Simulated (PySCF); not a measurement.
## Radial density of Os⁺ (osmium, charge +1)

B2PLYP, [Xe] 4f14 5d7, high-spin 4F determinant (an excited configuration). Computed with PySCF 2.14 in aug-cc-pVTZ-PP with ECP60MDF (6s6p5d3f2g, 88 functions), with scalar relativity through the core potential. This is the valence pseudo-density: the core potential removes the inner electrons and smooths the orbitals near the nucleus.

```json
{"r (bohr)": "0.134", "4πr²ρ (e/bohr)": "1.744e-05", "4πr²(ρα − ρβ)": "0.0000"}
{"r (bohr)": "0.225", "4πr²ρ (e/bohr)": "0.0007158", "4πr²(ρα − ρβ)": "0.0001"}
{"r (bohr)": "0.379", "4πr²ρ (e/bohr)": "0.07339", "4πr²(ρα − ρβ)": "0.0039"}
{"r (bohr)": "0.638", "4πr²ρ (e/bohr)": "3.878", "4πr²(ρα − ρβ)": "0.1794"}
{"r (bohr)": "1.07", "4πr²ρ (e/bohr)": "13.15", "4πr²(ρα − ρβ)": "1.6613"}
{"r (bohr)": "1.80", "4πr²ρ (e/bohr)": "5.329", "4πr²(ρα − ρβ)": "1.6314"}
{"r (bohr)": "3.04", "4πr²ρ (e/bohr)": "0.8117", "4πr²(ρα − ρβ)": "0.2946"}
{"r (bohr)": "5.11", "4πr²ρ (e/bohr)": "0.03146", "4πr²(ρα − ρβ)": "0.0072"}
{"r (bohr)": "8.59", "4πr²ρ (e/bohr)": "9.806e-05", "4πr²(ρα − ρβ)": "0.0000"}
```

Energies and moments cover only the electrons outside the core potential. Spin-orbit coupling, absent here, splits the open shell strongly.
